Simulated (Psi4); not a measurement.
Psi4 input (wB97X-D/6-311+G**):

```
memory 1500 MB

molecule {
0 1
S    -0.00000000   -0.00000000   -1.55270800
C     0.00000000    0.00000000    0.00000000
S     0.00000000    0.00000000    1.55270800
symmetry c1
no_reorient
no_com
}

set {
  basis 6-311+G**
  reference rks
  scf_type pk
  dft_radial_points 99
  dft_spherical_points 590
  e_convergence 1e-8
  d_convergence 1e-7
  maxiter 150
}

e = energy('wb97x-d')
print_out(f'\nFINAL {e:.10f} DIPOLE {variable("CURRENT DIPOLE")[0]:.6f} {variable("CURRENT DIPOLE")[1]:.6f} {variable("CURRENT DIPOLE")[2]:.6f}\n')
```

Output:

```
   => Loading Basis Set <=

    Name: 6-311+G**
    Role: ORBITAL
    Keyword: BASIS
    atoms 1, 3 entry S          line   429 file 6-311pgss.gbs
    atoms 2    entry C          line   129 file 6-311pgss.gbs

   => WB97X-D: Empirical Dispersion <=

    Chai and Head-Gordon Dispersion Correction
    Chai, J.-D.; Head-Gordon, M. (2010), J. Chem. Phys., 132: 6615-6620

        s6 =       1.000000

         ---------------------------------------------------------
                                   SCF
               by Justin Turney, Rob Parrish, Andy Simmonett
                          and Daniel G. A. Smith
                              RKS Reference
         ---------------------------------------------------------

  ==> Geometry <==

    Molecular point group: c1
    Full point group: D_inf_h

    Geometry (in Angstrom), charge = 0, multiplicity = 1:

       Center              X                  Y                   Z               Mass
    ------------   -----------------  -----------------  -----------------  -----------------
         S            0.000000000000     0.000000000000    -1.552708000000    31.972071174400
         C            0.000000000000     0.000000000000     0.000000000000    12.000000000000
         S            0.000000000000     0.000000000000     1.552708000000    31.972071174400

  Running in c1 symmetry.

  Rotational constants: A = ************  B =      0.10935  C =      0.10935 [cm^-1]
  Rotational constants: A = ************  B =   3278.21061  C =   3278.21061 [MHz]
  Nuclear repulsion =  109.058952111021526

  Charge       = 0
  Multiplicity = 1
  Electrons    = 38
  Nalpha       = 19
  Nbeta        = 19

  ==> Algorithm <==

  SCF Algorithm Type is PK.
  DIIS enabled.
  MOM disabled.
  Fractional occupation disabled.
  Guess Type is SAD.
  Energy threshold   = 1.00e-08
  Density threshold  = 1.00e-07
  Integral threshold = 1.00e-12

  ==> Primary Basis <==

  Basis Set: 6-311+G**
    Blend: 6-311+G**
    Number of shells: 38
    Number of basis functions: 82
    Number of Cartesian functions: 85
    Spherical Harmonics?: true
    Max angular momentum: 2

  ==> DFT Potential <==

   => LibXC <=

    Version 7.1.2
    S. Lehtola, C. Steigemann, M. J. T. Oliveira, and M. A. L. Marques,  SoftwareX 7, 1–5 (2018) (10.1016/j.softx.2017.11.002)

   => Composite Functional: WB97X-D <=

    wB97X-D Hyb-GGA Exchange-Correlation Functional

    J.-D. Chai and M. Head-Gordon,  Phys. Chem. Chem. Phys. 10, 6615–6620 (2008) (10.1039/B810189B)

    Deriv               =              1
    GGA                 =           TRUE
    Meta                =          FALSE

    Exchange Hybrid     =           TRUE
    MP2 Hybrid          =          FALSE

   => Exchange-Correlation Functionals <=

    1.0000   wB97X-D range-separated functional

   => Exact (HF) Exchange <=

    0.7780            HF,LR [omega = 0.2000]
    0.2220               HF

   => LibXC Density Thresholds  <==

    XC_HYB_GGA_XC_WB97X_D:  1.00E-14

   => Molecular Quadrature <=

    Radial Scheme          =       TREUTLER
    Pruning Scheme         =           NONE
    Nuclear Scheme         =       TREUTLER

    Blocking Scheme        =         OCTREE
    BS radius alpha        =              1
    Pruning alpha          =              1
    Radial Points          =             99
    Spherical Points       =            590
    Total Points           =         169886
    Total Blocks           =           1363
    Max Points             =            256
    Max Functions          =             75
    Weights Tolerance      =       1.00E-15

  ==> Integral Setup <==

  Using in-core PK algorithm.
   Calculation information:
      Number of atoms:                   3
      Number of AO shells:              38
      Number of primitives:             69
      Number of atomic orbitals:        85
      Number of basis functions:        82

      Integral cutoff                 1.00e-12
      Number of threads:                 1

  Performing in-core PK
  Using 17375718 doubles for integral storage.
  We computed 243686 shell quartets total.
  Whereas there are 274911 unique shell quartets.

  Computing range-separated integrals for PK
  We computed 243686 wK shell quartets total.
  Whereas there are 274911 wK unique shell quartets.

  ==> DiskJK: Disk-Based J/K Matrices <==

    J tasked:                  Yes
    K tasked:                  Yes
    wK tasked:                 Yes
    Omega:               2.000E-01
    Schwarz Cutoff:          1E-12


  Cached 100.0% of DFT collocation blocks in 0.311 [GiB].

  Minimum eigenvalue in the overlap matrix is 1.0212025540E-04.
  Reciprocal condition number of the overlap matrix is 1.6682749542E-05.
    Using symmetric orthogonalization.

  ==> Pre-Iterations <==

  SCF Guess: Superposition of Atomic Densities via on-the-fly atomic UHF (no occupation information).

   -------------------------
    Irrep   Nso     Nmo
   -------------------------
     A         82      82
   -------------------------
    Total      82      82
   -------------------------

  ==> Iterations <==

                        Total Energy        Delta E     RMS |[F,P]|

   @RKS iter SAD:  -834.12238129123364   -8.34122e+02   0.00000e+00
   @RKS iter   1:  -834.44791166992775   -3.25530e-01   5.60790e-03 DIIS/ADIIS
   @RKS iter   2:  -834.47126879808820   -2.33571e-02   2.82529e-03 DIIS/ADIIS
   @RKS iter   3:  -834.48242683050785   -1.11580e-02   1.13157e-03 DIIS/ADIIS
   @RKS iter   4:  -834.48657801358320   -4.15118e-03   9.31305e-05 DIIS
   @RKS iter   5:  -834.48662874751449   -5.07339e-05   2.13899e-05 DIIS
   @RKS iter   6:  -834.48663098583881   -2.23832e-06   4.60273e-06 DIIS
   @RKS iter   7:  -834.48663110130246   -1.15464e-07   5.00750e-07 DIIS
   @RKS iter   8:  -834.48663110281598   -1.51351e-09   9.63082e-08 DIIS
  Energy and wave function converged.

  ==> Post-Iterations <==

   Electrons on quadrature grid:
      Ntotal   =   37.9999999016 ; deviation = -9.843e-08

    Orbital Energies [Eh]
    ---------------------

    Doubly Occupied:

       1A    -89.050550     2A    -89.050549     3A    -10.422282
       4A     -8.092863     5A     -8.092797     6A     -6.040903
       7A     -6.040901     8A     -6.035500     9A     -6.035500
      10A     -6.035498    11A     -6.035498    12A     -0.970662
      13A     -0.876661    14A     -0.600958    15A     -0.519575
      16A     -0.484390    17A     -0.484390    18A     -0.352436
      19A     -0.352436

    Virtual:

      20A     -0.011559    21A     -0.011559    22A      0.060626
      23A      0.077761    24A      0.086145    25A      0.093300
      26A      0.093300    27A      0.119940    28A      0.119940
      29A      0.131389    30A      0.156388    31A      0.190288
      32A      0.190288    33A      0.213121    34A      0.220869
      35A      0.284004    36A      0.374196    37A      0.374196
      38A      0.391597    39A      0.411296    40A      0.411296
      41A      0.539243    42A      0.645231    43A      0.646953
      44A      0.646953    45A      0.707541    46A      0.707541
      47A      0.807961    48A      0.807963    49A      0.833059
      50A      0.833062    51A      0.867661    52A      0.878999
      53A      0.883174    54A      1.000546    55A      1.000546
      56A      1.121222    57A      1.367572    58A      1.367573
      59A      1.384264    60A      1.696307    61A      1.696307
      62A      1.745427    63A      1.745427    64A      1.818167
      65A      1.873171    66A      1.873171    67A      2.117490
      68A      2.599518    69A      2.803290    70A      2.803290
      71A      3.374410    72A      7.917639    73A      8.037179
      74A     17.397270    75A     17.397270    76A     17.400345
      77A     17.400345    78A     17.683118    79A     17.685097
      80A     23.548538    81A    189.178490    82A    189.293768

    Final Occupation by Irrep:
              A
    DOCC [    19 ]
    NA   [    19 ]
    NB   [    19 ]

  @RKS Final Energy:  -834.48663110281598

   => Energetics <=

    Nuclear Repulsion Energy =            109.0589521110215259
    One-Electron Energy =               -1367.5639341171918204
    Two-Electron Energy =                 465.2829968947083898
    DFT Exchange-Correlation Energy =     -41.2644988493497422
    Empirical Dispersion Energy =          -0.0001471420043373
    VV10 Nonlocal Energy =                  0.0000000000000000
    Total Energy =                       -834.4866311028160908

Computation Completed

Properties will be evaluated at   0.000000,   0.000000,   0.000000 [a0]

Properties computed using the SCF density matrix

 Multipole Moments:

 ------------------------------------------------------------------------------------
     Multipole            Electronic (a.u.)      Nuclear  (a.u.)        Total (a.u.)
 ------------------------------------------------------------------------------------

 L = 1.  Multiply by 2.5417464519 to convert [e a0] to [Debye]
 Dipole X            :          0.0000000            0.0000000            0.0000000
 Dipole Y            :          0.0000000            0.0000000            0.0000000
 Dipole Z            :         -0.0000000            0.0000000           -0.0000000
 Magnitude           :                                                    0.0000000

 ------------------------------------------------------------------------------------

FINAL -834.4866311028 DIPOLE 0.000000 0.000000 -0.000000

*** Psi4 exiting successfully. Buy a developer a beer!
```

The geometry given is a B3LYP-D3(BJ)/def2-TZVP minimum.
